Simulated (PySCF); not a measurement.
## Correlation energy of Cl²⁺ (chlorine, charge +2)

[Ne] 3s2 3p3, high-spin 4S determinant. All numbers are calculated (PySCF 2.14, no relativity, point nucleus, in aug-cc-pV(D+d)Z (5s4p3d, 32 functions)). Frozen: [Ne]; 5 electrons correlated.

MP2 pair energies summed by pair of shells (mhartree):

```json
{"pair": "3s-3p", "energy": "-49.06", "share (%)": "65.5"}
{"pair": "3p-3p", "energy": "-18.38", "share (%)": "24.5"}
{"pair": "3s-3s", "energy": "-7.44", "share (%)": "9.9"}
```

Total MP2 correlation energy: -74.88 mhartree.

Same-spin part -19.88 and opposite-spin part -55.00 mhartree; SCS-MP2 scales them by 1/3 and 6/5 to -72.63 mhartree.

| level | correlation energy (mhartree) |
| --- | --- |
| CCSD | -96.11 |
| (T) | -1.14 |
| CCSD(T) | -97.25 |

Diagnostics: T1 = 0.0018, D1 = 0.0056, largest double amplitude 0.059.

Cost of the coupled-cluster step: 0.22 s of wall time on 1 thread of Neoverse-V2 (shared host), for 5 correlated electrons.
